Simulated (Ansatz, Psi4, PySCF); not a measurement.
CH3O3Re, singlet, geometry from GFN2-xTB (such geometries of metal compounds can be far from the true shape) (core potentials on Re). Base run: HF/def2-SVP run with PySCF.

Input for PySCF:
```python
from pyscf import gto, scf

mol = gto.M(
    atom='''
Re    0.06874118   -0.12694771   -0.06206747
O     1.20409994    0.71141375   -0.92250863
O     0.49430691   -0.80148520    1.38573825
O    -1.28320559   -0.67670116   -0.83812129
C    -0.89001532    1.64363512    0.80360865
H    -0.15488768    2.19502798    1.39106321
H    -1.71349648    1.32519993    1.44394246
H    -1.26872215    2.27322082   -0.00246365
''',
    basis='def2-svp',
    ecp={'Re': 'def2-svp'},
    verbose=4,
)

mf = scf.RHF(mol)
mf.kernel()
```

The same geometry, method and basis name were run in Ansatz (an electronic-structure program) and Psi4 and PySCF, at each program's defaults and at the settings that a row names. The base is PySCF at its defaults. Differences at the defaults can come from grids, fitting, cores and function types together.

```json
[
 {"code and settings": "PySCF, defaults (exact integrals, spherical functions)", "ΔE vs base (mEh)": "0.000", "basis functions": "103", "E (Eh)": "-341.47119", "SCF cycles": "13", "dipole (D)": "1.79"},
 {"code and settings": "Psi4, defaults (density fitting with its default set, spherical functions)", "ΔE vs base (mEh)": "0.263", "basis functions": "103", "E (Eh)": "-341.47093", "SCF cycles": "11", "dipole (D)": "1.79"},
 {"code and settings": "Ansatz, defaults (factorised integrals, spherical functions)", "ΔE vs base (mEh)": "0.031", "basis functions": "103", "E (Eh)": "-341.47116", "SCF cycles": "-", "dipole (D)": "-"},
 {"code and settings": "PySCF, density fitting with def2-universal-jkfit", "ΔE vs base (mEh)": "0.256", "basis functions": "103", "E (Eh)": "-341.47094", "SCF cycles": "13", "dipole (D)": "1.79"},
 {"code and settings": "Psi4, exact integrals, spherical functions", "ΔE vs base (mEh)": "0.007", "basis functions": "103", "E (Eh)": "-341.47119", "SCF cycles": "17", "dipole (D)": "1.79"},
 {"code and settings": "Ansatz, high accuracy", "ΔE vs base (mEh)": "0.000", "basis functions": "103", "E (Eh)": "-341.47119", "SCF cycles": "-", "dipole (D)": "-"}
]
```
